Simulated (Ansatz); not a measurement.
Total energies of Mg2S2⁺ from Ansatz at r2SCAN-D4/def2-TZVP, gas phase (1 Eh = 27.2114 eV = 2625.5 kJ/mol). The reference geometry is relaxed at PBE0-D4/def2-TZVP.

Cartesian coordinates in Å:
```
Mg -1.141 1.612 0.078
Mg 0.597 -1.807 0.533
S 0.958 0.546 0.449
S -0.414 -0.352 -1.059
```

```
           state                      geometry  energy (Eh)
charge 1 doublet                     reference  -1196.28601
charge 0 triplet                     reference  -1196.51946
charge 1 quartet  relaxed at PBE0-D4/def2-TZVP  -1196.24948
```

Task: Work out the vertical electron affinity, to the triplet.

Result: E(charge 1 doublet) − E(charge 0 triplet) = -1196.28601 − (-1196.51946) = 0.23345 Eh = 6.35 eV.

Task: Which of the charge 1 states is lowest, and how far above it are the others?

Result: The doublet. quartet: -1196.24948 − (-1196.28601) = 0.03653 Eh = 95.9 kJ/mol.

The structure comes from a short search, and lower isomers may exist.
